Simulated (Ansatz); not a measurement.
The first iterations of a band of ClH + GeH4 (7 atoms, charge 0, multiplicity 1).

All numbers below come from Ansatz, RKS PBE0/def2-SVP.

- movable images: 9
- climbing image: yes
- spring: 5.0 eV/Å²
- optimiser: quadratic models (default)
- start path: through a guess of the saddle point
- force threshold: 0.03 eV/Å
- iteration limit: 60
- end points: relaxed

First end point:

```xyz
7
Properties=species:S:1:pos:R:3
Ge 0.362 0.000 -0.156
H 0.387 0.000 1.384
H 1.811 0.000 -0.670
H -0.362 1.259 -0.654
H -0.362 -1.259 -0.654
Cl -3.092 0.000 1.501
H -2.115 0.000 2.337
```

Last end point:

```xyz
7
Properties=species:S:1:pos:R:3
Ge -0.375 0.000 -0.777
H -0.156 0.000 3.545
H 0.813 0.000 0.194
H -0.406 1.269 -1.639
H -0.406 -1.269 -1.639
Cl -2.179 0.000 0.429
H -0.661 0.000 2.974
```

| iteration | highest image above the first end (eV) | largest band force component (eV/Å) |
| --- | --- | --- |
| 1 | 2.843 | 5.984 |
| 2 | 2.161 | 2.386 |
| 3 | 1.824 | 1.726 |

Question: Does the band converge within its limit, and where does its top end?

Answer: The run converged. It ended after 11 iterations with the highest image 1.763 eV above the first end. A vibrational analysis at the climbing image gives 2 clearly imaginary modes (1030i, 127i cm⁻¹): a point of higher order, so a lower path passes nearby. The orbitals stay closed-shell, which can raise the energy where a bond breaks towards radicals; this wasn't checked here.

The run took 4 min on 1 thread of Arm Neoverse V1, with other jobs on the host, peak memory 0.18 GiB.
